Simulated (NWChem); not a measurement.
Species: CH$_{3}$ClO$_{3}$Si; SMILES O[Si]1(Cl)OCO1

```xyz
9

O      1.9025    -0.4105     0.0000
Si     0.3007    -0.0229     0.0000
Cl    -0.6627    -1.8260     0.0000
O     -0.2659     1.1221    -1.1184
C     -0.7219     1.9048     0.0000
O     -0.2659     1.1221     1.1184
H      2.5057     0.3549     0.0000
H     -0.2508     2.9145     0.0000
H     -1.8322     1.9946     0.0000
```
Atoms are numbered in this order, from 1.

STO-3G and 3-21G are far too small for this property and stand as cheap habits. Structure relaxed at the PBE-D3(BJ)/def2-SVP level.

Symmetry labels are those of Cs in the frame above (b1 and b2, or b-type labels, depend on it).

List the 4 lowest vertical singlet excitations from Hartree-Fock/3-21G, CIS (NWChem).


| state | energy (eV) | oscillator strength | symmetry | leading excitation (squared amplitude) |
|---|---|---|---|---|
| S1 | 9.68 | 0.031 | a' | HOMO → LUMO (0.50) |
| S2 | 9.71 | 0.004 | a" | HOMO−1 → LUMO (0.53) |
| S3 | 10.02 | 0.002 | a" | HOMO → LUMO+1 (0.38) |
| S4 | 10.23 | 0.100 | a' | HOMO−2 → LUMO (0.50) |
